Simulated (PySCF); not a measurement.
## Radial density of O⁺ (oxygen, charge +1)

UHF, [He] 2s1 2p3 3s1, high-spin 6S determinant (an excited configuration). All numbers are calculated (PySCF 2.14, the non-relativistic Hamiltonian (point nucleus), in aug-cc-pVQZ with one added diffuse shell each of s, p, d, f, g type (7s6p5d4f3g, 105 functions)).

| r (bohr) | 4πr²ρ (e/bohr) | 4πr²(ρα − ρβ) |
| --- | --- | --- |
| 0.00307 | 0.03477 | 0.0012 |
| 0.00517 | 0.09498 | 0.0032 |
| 0.00870 | 0.2542 | 0.0085 |
| 0.0146 | 0.6540 | 0.0220 |
| 0.0246 | 1.579 | 0.0529 |
| 0.0414 | 3.423 | 0.1140 |
| 0.0696 | 6.206 | 0.2058 |
| 0.117 | 8.391 | 0.2919 |
| 0.197 | 7.130 | 0.4118 |
| 0.331 | 3.702 | 1.2005 |
| 0.557 | 3.468 | 3.2191 |
| 0.937 | 3.649 | 3.6458 |
| 1.58 | 1.201 | 1.2011 |
| 2.65 | 0.3900 | 0.3900 |
| 4.46 | 0.1964 | 0.1964 |
| 7.50 | 0.007124 | 0.0071 |
| 12.6 | 2.235e-05 | 0.0000 |

The outer electron is Rydberg-like, and this basis confines it to a smaller radius and binds it less than a complete one would.
